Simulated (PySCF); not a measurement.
H8O2Si2Sn, singlet, at a GFN2-xTB geometry (such geometries of metal compounds can be far from the true shape) (all electrons, no relativity), with bond 8-3 at 1.8 times its length; PySCF with CASSCF(10,8)/STO-3G.

The PySCF input:
```python
from pyscf import gto, scf, mcscf
import numpy

mol = gto.M(
    atom='''
Sn   -0.171957    0.905743    0.559498
O    -1.478871   -0.408616    0.063843
Si   -1.799054   -1.726487   -0.833792
O     1.506803    0.279534   -0.127122
Si    2.306222   -0.951795   -0.826874
H    -0.106181    0.912600    2.224279
H    -0.512399    2.334735   -0.227693
H    -0.113397   -3.658801   -0.236836
H    -3.166984   -2.028835   -0.427481
H    -1.701826   -1.392343   -2.255076
H     2.332817   -2.101951    0.077206
H     3.628493   -0.366738   -1.019413
H     1.662697   -1.316056   -2.088994
''',
    basis='sto-3g',
    charge=0,
    spin=0,
    verbose=4,
)

mf = scf.RHF(mol)
mf.kernel()
mc = mcscf.CASSCF(mf, 8, 10)
mc.fix_spin_(ss=0.0)
mc.kernel()
occ = numpy.linalg.eigvalsh(mc.fcisolver.make_rdm1(mc.ci, mc.ncas, mc.nelecas))[::-1]
ss = mc.fcisolver.spin_square(mc.ci, mc.ncas, mc.nelecas)[0]
print('natural occupations', occ.round(4), ' <S^2>', round(ss, 4))
```

The log (banner, timings and long lists left out):

```
PySCF version 2.14.0

[INPUT] verbose = 4
[INPUT] num. atoms = 13
[INPUT] num. electrons = 102
[INPUT] charge = 0
[INPUT] spin (= nelec alpha-beta = 2S) = 0
[INPUT] symmetry False subgroup None
[INPUT] Mole.unit = angstrom
[INPUT] Symbol           X                Y                Z      unit          X                Y                Z       unit  Magmom
[...]
nuclear repulsion = 717.947492202739
number of shells = 35
number of NR pGTOs = 189
number of NR cGTOs = 63
basis = sto-3g
ecp = {}

******** <class 'pyscf.scf.hf.RHF'> ********
method = RHF
initial guess = minao
damping factor = 0
level_shift factor = 0
DIIS = <class 'pyscf.scf.diis.CDIIS'>
diis_start_cycle = 1
diis_space = 8
diis_damp = 0
SCF conv_tol = 1e-09
SCF conv_tol_grad = None
SCF max_cycles = 50
direct_scf = True
direct_scf_tol = 1e-13
Set gradient conv threshold to 3.16228e-05
Initial guess from minao.
init E= -6669.3662749616
[...]
cycle= 1 E= -6686.43322021337  delta_E= -17.1  |g|= 0.75  |ddm|= 4.12
[...]
cycle= 2 E= -6686.63726753066  delta_E= -0.204  |g|= 0.331  |ddm|= 1.71
[...]
cycle= 3 E= -6686.67473172045  delta_E= -0.0375  |g|= 0.0557  |ddm|= 0.538
[...]
cycle= 4 E= -6686.67627834362  delta_E= -0.00155  |g|= 0.0204  |ddm|= 0.135
[...]
cycle= 5 E= -6686.676527061  delta_E= -0.000249  |g|= 0.00573  |ddm|= 0.0474
[...]
cycle= 6 E= -6686.67655476858  delta_E= -2.77e-05  |g|= 0.00115  |ddm|= 0.0177
[...]
cycle= 7 E= -6686.67655623999  delta_E= -1.47e-06  |g|= 0.000216  |ddm|= 0.00429
[...]
cycle= 8 E= -6686.67655629733  delta_E= -5.73e-08  |g|= 5.19e-05  |ddm|= 0.000885
[...]
cycle= 9 E= -6686.67655630048  delta_E= -3.15e-09  |g|= 1.01e-05  |ddm|= 0.000229
[...]
cycle= 10 E= -6686.67655630056  delta_E= -8e-11  |g|= 2.82e-06  |ddm|= 4.13e-05
[...]
Extra cycle  E= -6686.67655630059  delta_E= -3.46e-11  |g|= 1.35e-06  |ddm|= 8.46e-06
converged SCF energy = -6686.67655630059

******** <class 'pyscf.mcscf.mc1step.CASSCF'> ********
CAS (5e+5e, 8o), ncore = 46, nvir = 9
max_cycle_macro = 50
max_cycle_micro = 4
conv_tol = 1e-07
conv_tol_grad = None
orbital rotation max_stepsize = 0.02
orbital rotation threshold for CI restart = 0.01
augmented hessian ah_max_cycle = 30
augmented hessian ah_conv_tol = 1e-12
augmented hessian ah_linear dependence = 1e-14
augmented hessian ah_level shift = 1e-08
augmented hessian ah_start_tol = 2.5
augmented hessian ah_start_cycle = 3
augmented hessian ah_grad_trust_region = 3
kf_trust_region = 3
kf_interval = 4
ci_response_space = 4
ci_grad_trust_region = 3
with_dep4 0
natorb = False
canonicalization = True
sorting_mo_energy = False
ao2mo_level = 2
internal_rotation = False
******** <class 'pyscf.fci.addons.SpinPenaltyFCISolver'> ********
max. cycles = 50
conv_tol = 1e-08
davidson only = True
linear dependence = 1e-12
level shift = 0.001
max iter space = 12
nroots = 1
pspace_size = 400
spin = None
CASCI E = -6686.77007612200  S^2 = 0.0000000
Set conv_tol_grad to 0.000316228
macro iter   1 ( 21 JK    4 micro), CASSCF E = -6686.78088310774  dE = -1.08069857e-02  S^2 = 0.0000000
               |grad[o]|=0.0462  |grad[c]|=0.0735  |ddm|=  0.1  |maxRot[o]|=0.273
macro iter   2 ( 21 JK    4 micro), CASSCF E = -6686.78838178712  dE = -7.49867938e-03  S^2 = 0.0000000
               |grad[o]|=0.0286  |grad[c]|=0.133  |ddm|=0.0526  |maxRot[o]|=0.185
macro iter   3 ( 21 JK    4 micro), CASSCF E = -6686.79386280702  dE = -5.48101990e-03  S^2 = 0.0000000
               |grad[o]|=0.0233  |grad[c]|=0.0622  |ddm|=0.0193  |maxRot[o]|= 0.17
macro iter   4 ( 21 JK    4 micro), CASSCF E = -6686.79724891137  dE = -3.38610435e-03  S^2 = 0.0000000
               |grad[o]|=0.0171  |grad[c]|=0.0256  |ddm|=0.0126  |maxRot[o]|=0.122
macro iter   5 ( 21 JK    4 micro), CASSCF E = -6686.79848508407  dE = -1.23617270e-03  S^2 = 0.0000000
               |grad[o]|=0.013  |grad[c]|=0.0343  |ddm|=0.0153  |maxRot[o]|=0.0553
macro iter   6 ( 21 JK    4 micro), CASSCF E = -6686.79904114512  dE = -5.56061047e-04  S^2 = 0.0000000
[...]
               |grad[o]|=0.00359  |grad[c]|=0.0141  |ddm|=0.0181  |maxRot[o]|=0.217
macro iter  17 ( 17 JK    4 micro), CASSCF E = -6686.80760582445  dE = -9.68391215e-04  S^2 = 0.0000000
               |grad[o]|=0.00702  |grad[c]|=0.0205  |ddm|=0.016  |maxRot[o]|=0.131
macro iter  18 ( 21 JK    4 micro), CASSCF E = -6686.80896555840  dE = -1.35973394e-03  S^2 = 0.0000000
               |grad[o]|=0.0077  |grad[c]|=0.00428  |ddm|=0.00511  |maxRot[o]|=0.116
macro iter  19 ( 21 JK    4 micro), CASSCF E = -6686.80944924660  dE = -4.83688207e-04  S^2 = 0.0000000
               |grad[o]|=0.00636  |grad[c]|=0.00694  |ddm|=0.00942  |maxRot[o]|=0.0826
macro iter  20 ( 21 JK    4 micro), CASSCF E = -6686.81085362604  dE = -1.40437943e-03  S^2 = 0.0000000
               |grad[o]|=0.0052  |grad[c]|=0.00479  |ddm|=0.00556  |maxRot[o]|=0.0995
macro iter  21 ( 21 JK    4 micro), CASSCF E = -6686.81134059003  dE = -4.86963996e-04  S^2 = 0.0000000
               |grad[o]|=0.00593  |grad[c]|=0.0105  |ddm|=0.0122  |maxRot[o]|=0.0924
macro iter  22 ( 21 JK    4 micro), CASSCF E = -6686.81228536848  dE = -9.44778449e-04  S^2 = 0.0000000
               |grad[o]|=0.00657  |grad[c]|=0.00788  |ddm|=0.0112  |maxRot[o]|=0.149
macro iter  23 (  7 JK    2 micro), CASSCF E = -6686.81334414222  dE = -1.05877374e-03  S^2 = 0.0000000
               |grad[o]|=0.00727  |grad[c]|=0.00373  |ddm|=0.0102  |maxRot[o]|=0.0698
macro iter  24 (  7 JK    2 micro), CASSCF E = -6686.81420563079  dE = -8.61488570e-04  S^2 = 0.0000000
               |grad[o]|=0.0064  |grad[c]|=0.0114  |ddm|=0.00919  |maxRot[o]|=0.0698
macro iter  25 ( 20 JK    4 micro), CASSCF E = -6686.81453339790  dE = -3.27767108e-04  S^2 = 0.0000000
               |grad[o]|=0.005  |grad[c]|=0.0112  |ddm|=0.014  |maxRot[o]|=0.131
macro iter  26 (  6 JK    2 micro), CASSCF E = -6686.81472095564  dE = -1.87557744e-04  S^2 = 0.0000000
               |grad[o]|=0.00332  |grad[c]|=0.00724  |ddm|=0.00272  |maxRot[o]|=0.0482
macro iter  27 (  7 JK    2 micro), CASSCF E = -6686.81474769324  dE = -2.67375972e-05  S^2 = 0.0000000
               |grad[o]|=0.0011  |grad[c]|=0.00634  |ddm|=0.00106  |maxRot[o]|=0.053
macro iter  28 ( 12 JK    3 micro), CASSCF E = -6686.81472600271  dE =  2.16905291e-05  S^2 = 0.0000000
               |grad[o]|=0.000609  |grad[c]|=0.00665  |ddm|=0.00108  |maxRot[o]|=0.0629
macro iter  29 ( 21 JK    4 micro), CASSCF E = -6686.81472399543  dE =  2.00728755e-06  S^2 = 0.0000000
               |grad[o]|=0.00131  |grad[c]|=0.0101  |ddm|=0.00157  |maxRot[o]|=0.0837
macro iter  30 ( 24 JK    4 micro), CASSCF E = -6686.81473531110  dE = -1.13156757e-05  S^2 = 0.0000000
               |grad[o]|=0.000877  |grad[c]|=0.00069  |ddm|=0.000248  |maxRot[o]|=0.012
macro iter  31 (  7 JK    2 micro), CASSCF E = -6686.81474797285  dE = -1.26617533e-05  S^2 = 0.0000000
               |grad[o]|=0.000451  |grad[c]|=0.00124  |ddm|=0.000412  |maxRot[o]|=0.0203
macro iter  32 (  7 JK    2 micro), CASSCF E = -6686.81475365423  dE = -5.68137784e-06  S^2 = 0.0000000
               |grad[o]|=0.00026  |grad[c]|=0.00169  |ddm|=0.00056  |maxRot[o]|=0.022
macro iter  33 (  7 JK    1 micro), CASSCF E = -6686.81475389480  dE = -2.40572263e-07  S^2 = 0.0000000
               |grad[o]|=0.000104  |grad[c]|=0.000175  |ddm|=3.87e-05  |maxRot[o]|=0.00606
macro iter  34 (  4 JK    1 micro), CASSCF E = -6686.81475391315  dE = -1.83481461e-08  S^2 = 0.0000000
               |grad[o]|=4.7e-05  |grad[c]|=4.45e-05  |ddm|=5.71e-06  |maxRot[o]|=0.000998
1-step CASSCF converged in  34 macro (579 JK 117 micro) steps
CASSCF canonicalization
Density matrix diagonal elements [1.96953716 1.9843064  1.98548027 1.98527892 1.60124962 0.4219452
 0.02623885 0.02596359]
CASSCF energy = -6686.81475391315
CASCI E = -6686.81475391315  E(CI) = -19.9478667987869  S^2 = 0.0000000
natural occupations [1.9989 1.9902 1.9776 1.9727 1.5969 0.4144 0.0263 0.023 ]  <S^2> 0.0
```
